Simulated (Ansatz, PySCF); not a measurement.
Gas-phase reaction (SMILES): Cl[Si](Cl)Br → Cl[Si]Br + Cl atom; the Cl-Si bond at the site shown breaks (other sites are not compared here).

Structures are relaxed separately at B3LYP-D3(BJ)/def2-TZVP in Ansatz (an electronic-structure program). Valence correlation only, unless marked. UHF or UKS for open shells. No spin-orbit coupling. The frozen core is the preceding noble-gas configuration, with the filled d and f shells of earlier blocks. Non-relativistic. Basis-set limits of correlation are two-point, X^-3; Hartree-Fock from the larger set. Unstable Hartree-Fock reference: Cl[Si]Br. Thermal terms are rigid-rotor harmonic-oscillator values from B3LYP-D3(BJ) frequencies (Ansatz or PySCF) at 298.15 K and 1 atm. 1 Eh = 627.5095 kcal/mol. Atoms have translation alone.

```
species       E, CCSD(T)/CBS(def2-TZVPP,def2-QZVPP) (Ansatz) (Eh)  E, wB97X-V/def2-TZVPD (Ansatz) (Eh)  H - E (Eh)
------------  ---------------------------------------------------  -----------------------------------  ----------
Cl[Si](Cl)Br                                          -3781.40973                          -3783.77129     0.01082
Cl[Si]Br                                              -3321.59143                          -3323.57990     0.00733
Cl atom                                                -459.70849                           -460.08005     0.00236
```

Problem. Work out ΔE and ΔH at 298.15 K at the first level, then ΔH at the second.

Solution. 
1. ΔE = [(-3321.59143) + (-459.70849)] - [(-3781.40973)] = 0.10981 Eh = 68.9 kcal/mol at CCSD(T)/CBS(def2-TZVPP,def2-QZVPP).
2. The terms H - E add up to -0.00113 Eh, so ΔH = (0.10981 + (-0.00113))×627.5095 = 68.2 kcal/mol.
3. At wB97X-V/def2-TZVPD the same steps give ΔE = 69.9 and ΔH = 69.2 kcal/mol, a shift of +1.0 from the first level.
4. These values are not checked against measurement here, since the tables used lack a sound gas-phase enthalpy of formation for at least one species.
